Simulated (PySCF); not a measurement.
## Ionisation energy of Mg⁹⁺ by level of theory

Mg⁹⁺ [He] 2s1 [2s1/2^1, M_J = 1/2] → Mg¹⁰⁺ 1s2, as a difference of total energies. All numbers are calculated (PySCF 2.14, the two-component X2C-1e Hamiltonian, in an uncontracted even-tempered set (17 s from 1.2 bohr⁻², ratio 2.4; 10 p from 1.6 bohr⁻², ratio 2.4; 5 d from 4.8 bohr⁻², ratio 2.6; 5 f from 7.2 bohr⁻², ratio 2.6)). Correlated levels: nothing frozen; the 28 highest virtual spinors dropped. "Screened" scales the spin-orbit matrix elements by Boettger's factors to mimic the two-electron term; Breit and QED terms are absent.

| method | ionisation energy (eV) |
| --- | --- |
| GHF (screened spin-orbit) | 367.39 |
| GMP2 (screened spin-orbit) | 367.54 |

For comparison: 367.49 eV (theoretical estimate listed by NIST; NIST Atomic Spectra Database, ionization energies).
